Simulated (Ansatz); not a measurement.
Total energies of Sn(NMe2)Me3 (C₅H₁₅NSn) from Ansatz at revPBE-D4/def2-TZVP, gas phase (1 Eh = 27.2114 eV = 2625.5 kJ/mol). The reference geometry is relaxed at PBE0-D4/def2-SVP.

```json
{"state": "charge 0 singlet", "geometry": "reference", "energy (Eh)": "-468.71289"}
{"state": "charge 1 doublet", "geometry": "reference", "energy (Eh)": "-468.44583"}
{"state": "free Sn atom (triplet)", "geometry": "–", "energy (Eh)": "-214.30325"}
{"state": "free N atom (quartet)", "geometry": "–", "energy (Eh)": "-54.58772"}
{"state": "free C atom (triplet)", "geometry": "–", "energy (Eh)": "-37.84560"}
{"state": "free H atom (doublet)", "geometry": "–", "energy (Eh)": "-0.50412"}
```

In the def2 sets Sn takes a core potential; there is no spin–orbit coupling.

(1) Work out the vertical ionisation energy to the doublet.

(2) What is the binding energy per atom against free atoms?

(1) E(charge 1 doublet) − E(charge 0 singlet) = -468.44583 − (-468.71289) = 0.26706 Eh = 7.27 eV. For comparison, −ε of the highest occupied level is 4.27 eV at this level, 3.00 eV less.

(2) Atoms: 1 × (-214.30325) + 1 × (-54.58772) + 5 × (-37.84560) + 15 × (-0.50412) = -465.68077 Eh. Binding: -465.68077 − (-468.71289) = 3.03212 Eh = 82.51 eV, or 3.75 eV for each of 22 atoms (no zero-point energy, no counterpoise term).
